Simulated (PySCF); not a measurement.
## Spin states and ions at one geometry of [BiF2]+

PySCF 2.14.0, RKS BP86, Bi def2-SVP with ECP60, F def2-SVP; non-relativistic Hamiltonian with scalar-relativistic core potentials where named; density fitting; no spin-orbit coupling; singlets restricted, open shells unrestricted. The geometry is relaxed for charge +1, singlet, vacuum:

```xyz
3

Bi    0.0000    0.0000   -0.4836
F     1.4847    0.0000    0.8579
F    -1.4847    0.0000    0.8579
```

Energies count from the relaxed state; an electron taken off or put on is at rest in vacuum. Charges and spins are Mulliken's.

```json
{"state": "charge +1, singlet, vacuum", "energy (eV)": "0.00", "spin squared": "0.00", "charge on Bi1 (e)": "1.55", "spin on Bi1 (e)": "0.00", "dipole about the centre of mass (D)": "3.91"}
{"state": "charge +2, doublet, vacuum", "energy (eV)": "19.23", "spin squared": "0.76", "charge on Bi1 (e)": "2.03", "spin on Bi1 (e)": "0.05", "dipole about the centre of mass (D)": "1.91"}
{"state": "charge 0, doublet, vacuum", "energy (eV)": "-8.19", "spin squared": "0.75", "charge on Bi1 (e)": "0.80", "spin on Bi1 (e)": "0.90", "dipole about the centre of mass (D)": "3.77"}
```

**Question.** What does the state charge +1, triplet, vacuum give?

**Answer.** energy (eV) 3.95, spin squared 2.00, charge on Bi1 (e) 1.29, spin on Bi1 (e) 1.10, dipole about the centre of mass (D) 2.18.

With an electron taken off (doublet) the charges change, summed by element, by Bi +0.48 e, F +0.52 e. The vertical ionisation energy is 19.23 eV, against −ε(HOMO) = 15.20 eV of the relaxed state. The level lies 4.0 eV too high, as is usual for semilocal functionals and global hybrids, which keep a self-interaction error.

With an electron put on (doublet) the charges change, summed by element, by Bi -0.75 e, F -0.25 e. The vertical electron affinity is 8.19 eV, against −ε(LUMO) = 11.60 eV of the relaxed state.

Open shells may have lower solutions than those found. Hard to converge, so the more doubtful: charge +2, doublet, vacuum.
